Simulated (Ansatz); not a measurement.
An input meant for AlSn28H36, a doped nanocrystal cut from the lattice of tin (Al on a surface site) (charge 0, doublet; atoms displaced at random, 0.15 Å in each coordinate).

```yaml
crystal:
  periodic: [false, false, false]
  atoms:
    - {symbol: Sn, position_ang: [-4.992856, -1.773783, 1.805399]}
    - {symbol: Sn, position_ang: [-1.582037, -5.187957, 1.362658]}
    - {symbol: Sn, position_ang: [-1.704151, -1.707775, -1.559683]}
    - {symbol: Sn, position_ang: [-4.880204, 1.831640, -1.532285]}
    - {symbol: Sn, position_ang: [-1.525861, 1.660345, 1.922876]}
    - {symbol: Sn, position_ang: [-1.489154, 4.966977, -1.386566]}
    - {symbol: Sn, position_ang: [1.335597, -5.029322, -1.831124]}
    - {symbol: Sn, position_ang: [1.499330, -1.772256, 1.891191]}
    - {symbol: Sn, position_ang: [4.835273, -1.381636, -1.193333]}
    - {symbol: Sn, position_ang: [1.564388, 1.589444, -1.936339]}
    - {symbol: Sn, position_ang: [1.765894, 4.863265, 1.814478]}
    - {symbol: Al, position_ang: [4.613531, 1.872530, 2.248531]}
    - {symbol: Sn, position_ang: [-6.527978, 0.160666, 0.306957]}
    - {symbol: Sn, position_ang: [0.092259, -6.402754, 0.104359]}
    - {symbol: Sn, position_ang: [-3.404404, 0.002980, -3.441262]}
    - {symbol: Sn, position_ang: [-0.135920, -3.300487, -3.211176]}
    - {symbol: Sn, position_ang: [-3.276846, -3.412317, -0.362623]}
    - {symbol: Sn, position_ang: [-3.286572, -0.095635, 3.055627]}
    - {symbol: Sn, position_ang: [0.139695, -3.551340, 3.389423]}
    - {symbol: Sn, position_ang: [0.029379, -0.111965, 0.214344]}
    - {symbol: Sn, position_ang: [-0.053674, 3.348988, -3.215875]}
    - {symbol: Sn, position_ang: [-3.455296, 3.181522, -0.209043]}
    - {symbol: Sn, position_ang: [0.069599, 3.434507, 3.110725]}
    - {symbol: Sn, position_ang: [0.241436, 6.226537, 0.089191]}
    - {symbol: Sn, position_ang: [3.494770, -0.166908, -3.145884]}
    - {symbol: Sn, position_ang: [3.394189, -2.887632, 0.254965]}
    - {symbol: Sn, position_ang: [3.182961, -0.253907, 3.201231]}
    - {symbol: Sn, position_ang: [6.067201, 0.407086, 0.388972]}
    - {symbol: Sn, position_ang: [3.619636, 2.944920, -0.053313]}
    - {symbol: H, position_ang: [-5.991948, -2.455527, 2.636609]}
    - {symbol: H, position_ang: [-2.557391, -6.058325, 2.733124]}
    - {symbol: H, position_ang: [-5.881937, 2.702847, -2.520348]}
    - {symbol: H, position_ang: [-2.317556, 6.201374, -2.712129]}
    - {symbol: H, position_ang: [2.706119, -5.715302, -2.895716]}
    - {symbol: H, position_ang: [6.099562, -2.397465, -2.130049]}
    - {symbol: H, position_ang: [3.211181, 5.591720, 2.547213]}
    - {symbol: H, position_ang: [5.473775, 2.922886, 2.762017]}
    - {symbol: H, position_ang: [-7.787699, -0.880700, -1.272096]}
    - {symbol: H, position_ang: [-7.581778, 0.943369, 1.187359]}
    - {symbol: H, position_ang: [-0.902434, -7.651645, -1.100022]}
    - {symbol: H, position_ang: [1.019670, -7.307924, 1.027062]}
    - {symbol: H, position_ang: [-4.190839, -1.078370, -3.968096]}
    - {symbol: H, position_ang: [-2.549461, 1.001074, -4.282058]}
    - {symbol: H, position_ang: [-1.195887, -4.701398, -4.119771]}
    - {symbol: H, position_ang: [0.615566, -2.515686, -4.168466]}
    - {symbol: H, position_ang: [-4.341288, -4.069097, -0.799912]}
    - {symbol: H, position_ang: [-2.192103, -0.733486, 4.258125]}
    - {symbol: H, position_ang: [-4.203579, 1.390509, 4.207981]}
    - {symbol: H, position_ang: [-0.814836, -2.421641, 4.502474]}
    - {symbol: H, position_ang: [0.862353, -4.608006, 3.895834]}
    - {symbol: H, position_ang: [-0.818820, 2.479017, -4.641874]}
    - {symbol: H, position_ang: [1.305142, 4.377238, -4.114611]}
    - {symbol: H, position_ang: [-4.380946, 4.314041, 1.050317]}
    - {symbol: H, position_ang: [-1.083218, 4.509366, 3.789423]}
    - {symbol: H, position_ang: [0.781068, 2.277004, 4.379218]}
    - {symbol: H, position_ang: [-0.614270, 7.438379, 1.079457]}
    - {symbol: H, position_ang: [1.484712, 7.465239, -0.889197]}
    - {symbol: H, position_ang: [2.264360, -1.249280, -4.630922]}
    - {symbol: H, position_ang: [4.176523, 1.033077, -4.214470]}
    - {symbol: H, position_ang: [4.322828, -4.165048, 0.906615]}
    - {symbol: H, position_ang: [4.445289, -1.565759, 3.920426]}
    - {symbol: H, position_ang: [2.516891, 0.616904, 4.650949]}
    - {symbol: H, position_ang: [7.641888, -0.181277, 0.989493]}
    - {symbol: H, position_ang: [6.697045, 1.321547, -0.836759]}
    - {symbol: H, position_ang: [4.327003, 3.785695, -1.082007]}
basis:
  gaussian: {orbitals: def2-SVP, final_grid: {core_spheres: 1, valence_spheres: 1, degree: 5}}
magnetization: {spin_polarized: true, initial_magnetization: 1}
hamiltonian: {xc: {name: PBE}}
scf: {lower_state_search: light}
```

```sh
$ ansatz run in.yaml --threads 11 --pin off --events-out ev --progress --plain --max-ram 174080MiB --backend cuda --devices 0, --max-vram 75GiB
```

Shortened log:

```
Functional definition: PBE
10429 factors; their error is unknown
mean field evaluation 1: about -170440.1216 eV, gradient 3.7e1 eV
mean field evaluation 2: about -170318.6468 eV, gradient 1.1e2 eV
mean field evaluation 4: about -170444.3920 eV, gradient 2.6e1 eV
mean field evaluation 8: about -170450.4741 eV, gradient 4.2e0 eV
mean field evaluation 16: about -170536.3193 eV, gradient 5.7e0 eV
mean field evaluation 32: about -170536.6149 eV, gradient 8.5e-4 eV
mean field evaluation 64: about -170529.9197 eV, gradient 1.7e1 eV
mean field evaluation 96: about -170534.5902 eV, gradient 2.3e0 eV
mean field -170536.61489049 eV, -6267.1050033563 hartree, gradient 1.3e-5 eV, S^2 0.752007; 6 other end points of the search recorded, 0 dependent functions left out
reference -170536.61587081 eV, -6267.1050393822 hartree; 333, 332 occupied and 593, 594 virtual orbitals, 10429 factors
Total energy: -170536.61587081 eV, -6267.1050393822 hartree
```

(1) Something in this input is off. What?

Results:

(1) The integration grid is far too coarse. The run converged. The result belongs to that input, not to the species as meant.
